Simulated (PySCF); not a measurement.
**One molecule, a ladder of functionals, a line**

Molecule: `C#[C][AlH][O]CC`, C4H7AlO.

Structure with atom numbers: `[CH:1]#[C:2][AlH:3][O:4][CH2:5][CH3:6]`. Each H is labelled by its parent atom.

GIAO shieldings (ppm, equivalent atoms averaged) in PySCF 2.14.0 with density-fitted response routines on the PBE0-D3(BJ)/def2-SVP geometry, basis pcSseg-1, gas phase, non-relativistic:

| functional | exact exchange (%) | σ(C5) | σ(Al3) | σ(O4) |
| --- | --- | --- | --- | --- |
| BLYP | 0 | 108.4 | 405.9 | 193.0 |
| BP86 | 0 | 113.7 | 408.0 | 201.1 |
| PBE | 0 | 114.1 | 407.7 | 197.2 |
| B3LYP | 20 | 115.1 | 415.1 | 218.5 |
| PBE0 | 25 | 121.7 | 420.3 | 228.3 |
| BHandHLYP | 50 | 123.4 | 429.7 | 246.9 |
| HF | 100 | 135.7 | 458.6 | 282.3 |

Question: Fit each shielding as a line in the percentage of exact exchange.

Answer: σ(C5) = 112.3 + 0.24 x (rms 2.3 ppm); σ(Al3) = 406.6 + 0.51 x (rms 1.4 ppm); σ(O4) = 199.8 + 0.86 x (rms 4.4 ppm). The functionals also differ in their semilocal parts, which the line can't hold; Hartree–Fock has no correlation at all.

Question: What does the line predict for mPW1PW91 (25 %), and what does the run give?

Answer: σ(C5): 118.3 predicted, 120.9 computed; σ(Al3): 419.4 predicted, 421.3 computed; σ(O4): 221.3 predicted, 229.6 computed ppm.
